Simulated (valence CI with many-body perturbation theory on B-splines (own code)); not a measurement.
## Xe13+: calculated level list

Level of theory: configuration interaction combined with many-body perturbation theory (CI+MBPT): five valence electrons over a frozen Dirac-Fock core [Kr], a basis of 7 s, 7 p, 8 d, 6 f, 4 g, 1 h functions for each j, with the one-electron correlation potential Σ1, the two-electron term Σ2, the three-electron term Σ3, Breit, model QED; selected CI, second order for the rest, scaled by the run's own slope (own B-spline code, finite nucleus).

No measured levels were compared; by estimate terms of the open shell hold to 2 to 4 % of their energy, and close levels can change places. Among the levels kept, up to 1100 cm⁻¹ of a level comes from second order outside the variational space, and about a tenth of that is noise between levels of different J, which matters for small intervals. Excitations out of the core, of the other parity, are not computed and may begin above about 62.5 eV (a cautious bound); beyond it only levels of the ground parity were kept, without lifetimes.

Levels 1 to 45 of 83, with energies above the lowest level, 4d⁵ ⁶S_5/2. "Leading %" is the weight of the configuration and term that name the level; weights of strongly mixed levels are sums over their largest components and can fall short. In the jj column 3d3/2^4 stands for four electrons in 3d with j = 3/2. Lifetimes count E1, E2, E3, M1 and M2 decay at the calculated energies, and are blank where another channel may lead or the interval is too uncertain; long ones can be off by a factor of two.

```tsv
No.	Configuration	Term	J	E (cm⁻¹)	Leading %	Leading jj	Second component	Lifetime
1	4d⁵	⁶S	5/2	0	88	4d3/2^3 4d5/2^2 (40 %)	10 % 4d⁵ ⁴P	
2	4d⁵	⁴G	5/2	34855	34	4d3/2^4 4d5/2 (67 %)	19 % 4d⁵ ²F	8.19 ms
3	4d⁵	⁴G	7/2	42909	70	4d3/2^3 4d5/2^2 (80 %)	11 % 4d⁵ ⁴D	60.0 ms
4	4d⁵	⁴G	11/2	44649	81	4d3/2^3 4d5/2^2 (65 %)	14 % 4d⁵ ²H	
5	4d⁵	⁴D	3/2	45360	48	4d3/2^3 4d5/2^2 (84 %)	42 % 4d⁵ ⁴P	4.33 ms
6	4d⁵	⁴G	5/2	45801	42	4d3/2^3 4d5/2^2 (49 %)	27 % 4d⁵ ⁴D	5.68 ms
7	4d⁵	⁴G	9/2	46313	87	4d3/2^2 4d5/2^3 (47 %)	6 % 4d⁵ ⁴F	711 ms
8	4d⁵	⁴P	1/2	51043	58	4d3/2^3 4d5/2^2 (53 %)	36 % 4d⁵ ⁴D	107 ms
9	4d⁵	⁴D	7/2	55652	71	4d3/2^2 4d5/2^3 (77 %)	19 % 4d⁵ ⁴G	17.0 ms
10	4d⁵	⁴D	5/2	60440	35	4d3/2^3 4d5/2^2 (51 %)	29 % 4d⁵ ²D	4.20 ms
11	4d⁵	⁴D	1/2	63529	63	4d3/2^2 4d5/2^3 (82 %)	33 % 4d⁵ ⁴P	10.0 ms
12	4d⁵	²I	11/2	64301	75	4d3/2^2 4d5/2^3 (72 %)	12 % 4d⁵ ²H	14.7 ms
13	4d⁵	⁴P	3/2	66105	45	4d3/2^2 4d5/2^3 (64 %)	41 % 4d⁵ ⁴D	3.95 ms
14	4d⁵	²F	7/2	68645	41	4d3/2^3 4d5/2^2 (72 %)	30 % 4d⁵ ⁴F	24.2 ms
15	4d⁵	²I	13/2	70004	99	4d3/2^2 4d5/2^3 (99 %)		95.9 ms
16	4d⁵	²G	9/2	70906	48	4d3/2^2 4d5/2^3 (50 %)	32 % 4d⁵ ⁴F	14.0 ms
17	4d⁵	⁴F	3/2	71866	52	4d3/2^2 4d5/2^3 (65 %)	38 % 4d⁵ ²D	3.74 ms
18	4d⁵	²F	5/2	74120	30	4d3/2^2 4d5/2^3 (53 %)	25 % 4d⁵ ⁴F	2.36 ms
19	4d⁵	⁴F	5/2	81572	32	4d3/2^2 4d5/2^3 (51 %)	31 % 4d⁵ ²F	2.55 ms
20	4d⁵	²H	9/2	83016	51	4d3/2^2 4d5/2^3 (96 %)	43 % 4d⁵ ⁴F	3.18 ms
21	4d⁵	²G	7/2	84995	57	4d3/2^2 4d5/2^3 (85 %)	26 % 4d⁵ ²F	10.6 ms
22	4d⁵	²D	3/2	88937	55	4d3/2 4d5/2^4 (53 %)	38 % 4d⁵ ⁴F	5.07 ms
23	4d⁵	²F	5/2	89456	53	4d3/2^2 4d5/2^3 (64 %)	21 % 4d⁵ ⁴F	3.22 ms
24	4d⁵	²F	7/2	91421	63	4d3/2 4d5/2^4 (66 %)	18 % 4d⁵ ²G	2.29 ms
25	4d⁵	²F	7/2	95867	45	4d3/2 4d5/2^4 (51 %)	39 % 4d⁵ ⁴F	4.66 ms
26	4d⁵	²H	11/2	97241	73	4d3/2 4d5/2^4 (91 %)	20 % 4d⁵ ²I	2.08 ms
27	4d⁵	²S	1/2	97852	84	4d3/2^3 4d5/2^2 (34 %)	8 % 4d⁵ ⁴P	2.91 ms
28	4d⁵	²G	9/2	98318	46	4d3/2 4d5/2^4 (65 %)	34 % 4d⁵ ²H	5.21 ms
29	4d⁵	²D	5/2	107370	49	4d5/2^5 (46 %)	36 % 4d⁵ ²F	1.60 ms
30	4d⁵	²D	3/2	110100	90	4d3/2 4d5/2^4 (42 %)	6 % 4d⁵ ⁴D	1.70 ms
31	4d⁵	²D	5/2	117860	71	4d3/2 4d5/2^4 (36 %)	19 % 4d⁵ ²F	1.69 ms
32	4d⁵	²G	9/2	121190	97	4d3/2^2 4d5/2^3 (69 %)		3.67 ms
33	4d⁵	²G	7/2	124990	88	4d3/2 4d5/2^4 (61 %)	10 % 4d⁵ ²F	2.65 ms
34	4d⁵	²P	3/2	139240	85	4d3/2^2 4d5/2^3 (78 %)	13 % 4d⁵ ²D	3.62 ms
35	4d⁵	²P	1/2	146040	91	4d3/2 4d5/2^4 (49 %)	7 % 4d⁵ ²S	2.00 ms
36	4d⁵	²D	5/2	159610	95	4d3/2^2 4d5/2^3 (71 %)		
37	4d⁵	²D	3/2	163760	84	4d3/2 4d5/2^4 (73 %)	13 % 4d⁵ ²P	
38	4d⁴5s	⁶D	1/2	776180	73	4d3/2^4 5s (53 %)	21 % 4d⁴5s ⁴P	
39	4d⁴5s	⁶D	3/2	782670	86	4d3/2^3 4d5/2 5s (72 %)	10 % 4d⁴5s ⁴P	
40	4d⁴5s	⁶D	5/2	788820	91	4d3/2^2 4d5/2^2 5s (59 %)		
41	4d⁴5s	⁶D	7/2	794110	89	4d3/2^2 4d5/2^2 5s (51 %)	6 % 4d⁴5s ⁴F	
42	4d⁴5s	⁴D	1/2	795490	69	4d3/2^3 4d5/2 5s (61 %)	19 % 4d⁴5s ²P	
43	4d⁴5s	⁶D	9/2	798460	78	4d3/2^2 4d5/2^2 5s (40 %)	17 % 4d⁴5s ⁴F	
44	4d⁴5s	⁴D	3/2	803510	84	4d3/2^3 4d5/2 5s (49 %)	5 % 4d⁴5s ²P	
45	4d⁴5s	⁴D	5/2	809740	80	4d3/2^2 4d5/2^2 5s (49 %)	6 % 4d⁴5s ⁴F
```

Names give the largest LS component (configuration and term), which can be under half, so a name can repeat, a term be missing and a line seem to break the LS rules; names also repeat where a configuration has a term twice.

The ionisation energy to 4d⁴ ⁵D0 of the next ion comes out as 314.69 eV (NIST: 314 ± 3 eV (theoretical)). All 83 levels together are meant to be complete up to 504140 cm⁻¹.
